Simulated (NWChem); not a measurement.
# C$_{3}$H$_{7}$B; SMILES BCC=C

Computed with NWChem. Coordinates come from a PBE0/def2-SVP optimisation. Gas phase, vertical. One conformer.

PBE0/def2-SVPD, TDA puts singlet state 4 at 6.94 eV with oscillator strength 0.050.

Problem. Give the wavelength, the transition dipole and the radiative lifetime of that state in vacuum.

Solution. 
1. λ = 1239.84/6.94 = 179 nm, or 55970 cm⁻¹.
2. f = (2/3) ΔE μ² in atomic units, so μ = √(1.5 f/ΔE) = 0.54 a.u. = 1.38 D.
3. τ = 1.499 s cm⁻² / (f ν²) = 9.6 ns, for a non-degenerate state that emits at the vertical energy; a higher state like this one mostly decays faster by other paths.
